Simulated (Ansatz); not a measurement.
Ansatz (a program for electronic structure) input (CCSD(T)/aug-cc-pV(D+d)Z):
A basis named .json is the Basis Set Exchange file of that set.

Ansatz 0.2 input:
```yaml
crystal:
  periodic: [false, false, false]
  atoms:
    - {symbol: O, position_ang: [-1.43584932, 0.23764025, 0.24271083]}
    - {symbol: Si, position_ang: [-0.01479057, -0.17249850, -0.24749786]}
    - {symbol: O, position_ang: [1.46173281, 0.06423212, 0.19041042]}
basis:
  gaussian:
    orbitals: aug-cc-pV_D+d_Z.json
total_charge: -1
magnetization: {spin_polarized: true, initial_magnetization: 1}
correlation: {method: ccsd_t, electrons: outside_noble_gas}
output: {forces: true}
```

End of the output:

```
integrals: 0.10 GiB planned
786 factors; integrals over basis functions are off by at most 3.5e-4 eV
mean field: 0.20 GiB planned
mean field evaluation 1: about -11936.6509 eV, gradient 1.8e1 eV
mean field evaluation 2: about -11936.6531 eV, gradient 1.8e1 eV
mean field evaluation 4: about -11938.4517 eV, gradient 2.6e0 eV
mean field evaluation 8: about -11938.5508 eV, gradient 2.5e-1 eV
mean field evaluation 16: about -11938.5217 eV, gradient 9.3e-1 eV
mean field evaluation 32: about -11934.0445 eV, gradient 3.5e-3 eV
mean field evaluation 64: about -11935.8229 eV, gradient 5.7e-2 eV
mean field -11938.55369483 eV, -438.7337560425 hartree, gradient 5.9e-6 eV, S^2 0.762584; 1 other end points of the search recorded, 0 dependent functions left out
determinant -11938.55369483 eV, -438.7337560425 hartree, with singles and doubles -11952.16497956 eV, -439.2339615305 hartree
determinant -11936.05926977 eV, -438.6420876125 hartree, with singles and doubles -11949.09847899 eV, -439.1212697129 hartree
7 core orbitals not correlated
reference -11938.55369483 eV, -438.7337560425 hartree; 9, 8 occupied and 62, 63 virtual orbitals, 786 factors
densities: 0.55 GiB planned
second order -13.73060218 eV of doubles, -0.00000000 eV of singles
coupled cluster: 0.41 GiB planned
cycle   1  -13.59849359 eV  change   -2.7e-1 eV  update   2.4e-2
cycle   2  -13.61999119 eV  change   -2.1e-2 eV  update   7.3e-3
cycle   3  -13.62048110 eV  change   -4.9e-4 eV  update   5.3e-3
cycle   4  -13.62250898 eV  change   -2.0e-3 eV  update   2.1e-3
cycle   5  -13.62317640 eV  change   -6.7e-4 eV  update   1.1e-3
cycle   6  -13.62366099 eV  change   -4.8e-4 eV  update   4.9e-4
cycle   7  -13.62380350 eV  change   -1.4e-4 eV  update   2.3e-4
cycle   8  -13.62384855 eV  change   -4.5e-5 eV  update   1.0e-4
cycle   9  -13.62385624 eV  change   -7.7e-6 eV  update   4.3e-5
cycle  10  -13.62384611 eV  change    1.0e-5 eV  update   2.0e-5
cycle  11  -13.62384597 eV  change    1.4e-7 eV  update   9.6e-6
cycle  12  -13.62384516 eV  change    8.0e-7 eV  update   4.4e-6
cycle  13  -13.62384550 eV  change   -3.3e-7 eV  update   1.7e-6
cycle  14  -13.62384577 eV  change   -2.8e-7 eV  update   7.3e-7
perturbative correction -0.58898169 eV, -0.0216446778 hartree
the calculation of the forces begins
Total energy: -11952.76652229 eV, -439.2560678179 hartree
Atom 0 at    -1.435849     0.237640     0.242711 Å, force    -1.148717     0.267321     0.304498 eV/Å
Atom 1 at    -0.014791    -0.172498    -0.247498 Å, force    -0.033876    -0.395123    -0.566916 eV/Å
Atom 2 at     1.461733     0.064232     0.190410 Å, force     1.182594     0.127802     0.262418 eV/Å
Dipole moment:    -0.009142    -0.106617    -0.152972 e Å
```
